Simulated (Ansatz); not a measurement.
Consider the formal exchange of groups at the Se–Ge bond: `C[Se][GeH2][OH]` + `OCO` → `C[Se]C(O)O` + `[OH][GeH3]`.

Gas-phase electronic energies from Ansatz, PBE0-D4/def2-TZVP geometries. CCSD(T)/CBS adds triple-zeta CCSD(T) − MP2 to the extrapolated MP2 energy (def2 sets, frozen cores). This one scheme is used for every species. DFT in def2-TZVPP. For Ge, Se outer-core shells are correlated without core-valence functions, which leaves a few kJ/mol of doubt a bond. Scalar relativity is left out up to krypton. Each species was taken in one conformer, which may not be the lowest.

(1) Is it downhill or uphill in electronic energy at CCSD(T)/CBS, and by how much? (Estimate.)

(2) What do these levels give: PBE0-D4, ωB97X-V, B2PLYP, HF/def2-TZVPP, CCSD(T)/def2-TZVPP, MP2/CBS(def2)? (Best estimate.)

Largest T1 diagnostic among the species: 0.011.

Results:

(1) Computed: Uphill: ΔE = +25.4 kcal/mol.

(2) Ansatz gave: PBE0-D4 25.8, ωB97X-V 24.6, B2PLYP 25.6, HF/def2-TZVPP 28.0, CCSD(T)/def2-TZVPP 24.9, MP2/CBS(def2) 26.0 kcal/mol.

From PBE to PBE0 (25 % exact exchange), in def2-TZVPP and without D4, ΔE moves by +1.0 kcal/mol. In def2-TZVPP, CCSD(T) changes the Hartree–Fock value by −3.1 kcal/mol (the triples alone add −0.5 kcal/mol) and MP2 by −2.4 kcal/mol.
